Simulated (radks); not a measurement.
The numbers below are computed, except where a source is named.
Excited configurations of Tc: one electron is placed in a higher orbital outside [Kr] 4d5 5s1. The ground configuration is [Kr] 4d5 5s2. Level of theory: scalar-relativistic Kohn-Sham, PBE, spin-polarised, spherical densities, finite nucleus; open shells are filled with parallel spins first (spin-orbit coupling, left out, can overturn this in heavy ions); Fermi nuclear charge, rms radius 4.4112 fm (a radial shooting solver on a logarithmic mesh with Libxc functionals). Excitation = E - E(ground); binding = E(ion) - E, where the ion is the core of charge +1; n* = 1/sqrt(2 binding) in atomic units, and the quantum defect is n - n*.

\begin{tabular}{lrrrrr}
outer orbital & excitation (eV) & binding (eV) & n* & quantum defect & <r> (bohr) \\ \hline
4f & 5.894 & 0.972 & 3.741 & 0.259 & 16.46 \\
5p & 2.034 & 4.832 & 1.678 & 3.322 & 4.298 \\
5d & 5.142 & 1.724 & 2.809 & 2.191 & 9.692 \\
5f & 6.182 & 0.685 & 4.458 & 0.542 & 27.74 \\
6s & 4.252 & 2.614 & 2.281 & 3.719 & 8.514 \\
6p & 4.953 & 1.913 & 2.667 & 3.333 & 10.81 \\
7s & 5.458 & 1.408 & 3.109 & 3.891 & 16.20 \\
\end{tabular}

The Delta-SCF ionisation energy is 6.866 eV (NIST Atomic Spectra Database: 7.119 eV, measured). Self-interaction in the functional shifts the binding energies and quantum defects, so they are the method's values and not measured ones. Open shells are spherical and high-spin; term and fine-structure splittings are not resolved.
